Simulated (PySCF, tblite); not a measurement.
Isomers of C2H9N2PSi, one GFN2-xTB conformer each. Single-point energies are computed at PBE0/pcSseg-1 (PySCF, gas phase, no added dispersion term), electronic only.

```csv
SMILES,GFN2-xTB relative energy (kJ/mol)
NC/C=N\[SiH2]P,9.9
C=N[Si@](C)(N)P,0.0
```

Conformers: `[NH2:1][CH2:2]/[CH:3]=[N:4]\[SiH2:5][PH2:6]` with H–N1–C2–C3 -65° and 175°, N1–C2–C3–N4 165°, C3–N4–Si5–P6 -81°, N4–Si5–P6–H -153° and -60°; `[CH2:1]=[N:2][Si@:3]([CH3:4])([NH2:5])[PH2:6]` with C1–N2–Si3–C4 -126°, N2–Si3–N5–H -72° and 64°, N2–Si3–P6–H -168° and -75°.

Q: What does PBE0/pcSseg-1 give for the same structures?

A: 
```csv
SMILES,PBE0/pcSseg-1 E (Eh),PBE0/pcSseg-1 (kJ/mol),GFN2-xTB (kJ/mol),point group
C=N[Si@](C)(N)P,-821.49104,0.0,0.0,C1
NC/C=N\[SiH2]P,-821.43340,151.4,9.9,C1
```

Both levels put the same isomer lowest. As drawn, the lower has an Si–C bond, which the higher lacks.

Q: Which frontier levels, dipoles and rotational constants go with these structures?

A: 
```json
{"SMILES": "C=N[Si@](C)(N)P", "HOMO (eV, PBE0/pcSseg-1)": "-6.65", "LUMO (eV)": "-0.70", "dipole (D)": "0.51", "A, B, C (MHz)": "2153, 2001, 1492"}
{"SMILES": "NC/C=N\\[SiH2]P", "HOMO (eV, PBE0/pcSseg-1)": "-6.89", "LUMO (eV)": "-0.99", "dipole (D)": "1.81", "A, B, C (MHz)": "3885, 1070, 930.5"}
```

Q: What happens when harmonic zero-point energies from GFN2-xTB frequencies are added?

A: 
```json
{"SMILES": "C=N[Si@](C)(N)P", "ZPE (kJ/mol)": "288.4", "electronic (kJ/mol)": "0.0", "with ZPE (kJ/mol)": "0.0"}
{"SMILES": "NC/C=N\\[SiH2]P", "ZPE (kJ/mol)": "282.9", "electronic (kJ/mol)": "151.4", "with ZPE (kJ/mol)": "145.9"}
```

The zero-point energies span 5.5 kJ/mol. The order is unchanged.
